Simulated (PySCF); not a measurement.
# Where the electron goes

C5H6ClFO.
SMILES with atom numbers: `[F:1][C@@H:2]1[CH:3]=[C:4]([Cl:5])[CH2:6][O:7][CH2:8]1` (hydrogens: H9 on C2; H10 on C3; H11, H12 on C6; H13, H14 on C8)

Level of theory: TDDFT CAM-B3LYP/def2-SVPD, vertical, gas phase, core orbitals frozen in the response in PySCF 2.14.0, density-fitted response routines. One conformer (not necessarily the lowest) at the GFN2-xTB geometry, without solvent, vibrations or thermal averaging.

Kohn–Sham orbitals with the atoms that hold most of them (Löwdin shares over 4%, at most four atoms; ? is withheld):

| orbital | ε (eV) | atoms |
| --- | --- | --- |
| HOMO-3 | -11.00 | Cl5 28%, O7 22%, C8 10%, C2 8% |
| HOMO-2 | -10.67 | Cl5 49%, O7 19%, C4 7%, C6 6% |
| HOMO-1 | -9.46 | ? |
| HOMO | -9.07 | ? |
| LUMO | ? | C4 31%, C3 25%, Cl5 11%, C2 7% |
| LUMO+1 | 1.09 | Cl5 14%, C8 11%, C2 9%, C3 9% |
| LUMO+2 | 1.46 | Cl5 70%, C4 14% |

Problem. Give the leading atoms of the HOMO-1.

Solution. O7 (bonded to 2 C) 50%; C8 (bonded to C, O and 2 H) 9%; Cl5 (bonded to C) 8%; C2 (bonded to 2 C, F and H) 7%. By element: oxygen 50%, carbon 16% or more, chlorine 8%.

Problem. Give the leading atoms of the HOMO.

Solution. C3 (bonded to 2 C and H) 29%; C4 (bonded to 2 C and Cl) 25%; Cl5 (bonded to C) 24%; C6 (bonded to C, O and 2 H) 4%. By element: carbon 58% or more, chlorine 24%.

Problem. What is the LUMO energy, and the HOMO–LUMO gap?

Solution. ε(LUMO) = 0.40 eV; the gap is 9.47 eV (0.3482 hartree).

Problem. How does S1 compare with the orbital gap of 9.47 eV?

Solution. S1 is at 6.39 eV (f = 0.031), 3.08 eV below the gap, made of HOMO-1→LUMO (79%), HOMO→LUMO (18%). Its leading pair isn't HOMO and LUMO; the energies of that pair differ by 9.86 eV. 

Problem. Give energy, strength and leading configuration of S1 and S2, and follow the Löwdin shares of the leading atoms from the occupied to the empty orbital.

Solution. 
- S1 (6.39 eV, f 0.031), HOMO-1→LUMO (79%): O7 50% → at most 7%, C8 9% → at most 7%, C4 at most 8% → 31%, C3 at most 8% → 25%
- S2 (6.62 eV, f 0.274), HOMO→LUMO (78%): C3 29% → 25%, C4 25% → 31%
